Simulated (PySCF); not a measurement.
## Telling isomers of C$_{8}$H$_{10}$Si apart by NMR

Theoretical values (PySCF): PBE0/pcSseg-1 with gauge-including orbitals, coordinates at the GFN2-xTB level. A single conformation, no relativistic terms, averaged over atoms made equivalent by symmetry, fast rotation or ring inversion, no solvent model.

References, each an isolated molecule treated in the same way: 1H (31.72 ppm), 13C (186.93 ppm) vs TMS. Where no couplings were computed, multiplicities follow the n + 1 count of equivalent neighbours, and m marks all less simple cases (inequivalent or close neighbours, rings, F or P nearby). Shifts are as computed. Against solution values, carbons near 30 ppm lie about +3 ppm off and those near 130 ppm about +5 ppm. Of 1211 compounds with measured shifts, 218 miss one by over three times the rms of a fit or turn the order of signals round; such compounds aren't used in these exercises.

(1) Tabulate the signals of `C#C[C@H](C)C1=C[SiH2]C=C1`, `CC#CC#C/C=C\C[SiH3]`, `CC#CC1=C[Si@@H](C)C=C1` and their relative energies.

(2) What is the quickest way to tell CC#CC#C/C=C\C[SiH3] from CC#CC1=C[Si@@H](C)C=C1?

(3) What is the quickest way to tell C#C[C@H](C)C1=C[SiH2]C=C1 from CC#CC#C/C=C\C[SiH3]?

(4) What is the quickest way to tell C#C[C@H](C)C1=C[SiH2]C=C1 from CC#CC1=C[Si@@H](C)C=C1?

Answers

(1) 
```json
{"SMILES": "C#C[C@H](C)C1=C[SiH2]C=C1", "carbon types": "2×C 5×CH 1×CH3", "δC": "170.9, 157.2, 137.4, 126.8, 91.3, 78.6, 34.5, 25.0", "δH": "7.14 (d, 1H), 6.44 (m, 1H), 6.36 (m, 1H), 4.69 (m, 1H), 4.67 (m, 1H), 3.39 (m, 1H), 1.76 (d, 1H), 1.38 (d, 3H)", "E rel. (kcal/mol)": "19.4"}
{"SMILES": "CC#CC#C/C=C\\C[SiH3]", "carbon types": "4×C 2×CH 1×CH2 1×CH3", "δC": "155.2, 112.8, 93.7, 90.9, 75.1, 72.1, 18.3, 6.3", "δH": "6.52 (m, 1H), 5.64 (d, 1H), 3.87 (t, 3H), 2.27 (m, 2H), 2.27 (s, 3H)", "E rel. (kcal/mol)": "38.2"}
{"SMILES": "CC#CC1=C[Si@@H](C)C=C1", "carbon types": "3×C 3×CH 2×CH3", "δC": "157.4, 148.5, 141.4, 138.2, 99.6, 86.8, 6.0, -6.3", "δH": "7.08 (d, 1H), 6.42 (d, 1H), 6.28 (m, 1H), 4.86 (m, 1H), 2.25 (s, 3H), 0.29 (d, 3H)", "E rel. (kcal/mol)": "0.0"}
```

Energies are electronic energies at PBE0/pcSseg-1 on these geometries, without zero-point or thermal terms, each for the one conformer computed, which needn't be the lowest.

(2) Both give the same number of carbon signals, but DEPT or the intensities differ. The first has an allylic sp3 CH2 bonded to Si at 18.3 ppm, the second a fully substituted alkene carbon (C) at 148.5 ppm. Their most deshielded carbons lie at 155.2 and 157.4 ppm. In the proton spectra the most deshielded non-exchanging signals are 6.52 (m, 1H) and 7.08 (d, 1H).

(3) Both give the same number of carbon signals, but DEPT or the intensities differ. The first has a fully substituted alkene carbon (C) at 170.9 ppm, the second an allylic sp3 CH2 bonded to Si at 18.3 ppm. Their most deshielded carbons lie at 170.9 and 155.2 ppm. In the proton spectra the most deshielded non-exchanging signals are 7.14 (d, 1H) and 6.52 (m, 1H).

(4) Both give the same number of carbon signals, but DEPT or the intensities differ. The first has an allylic sp3 CH at 34.5 ppm, the second a methyl carbon bonded to Si (CH3) at -6.3 ppm. Their most deshielded carbons lie at 170.9 and 157.4 ppm.
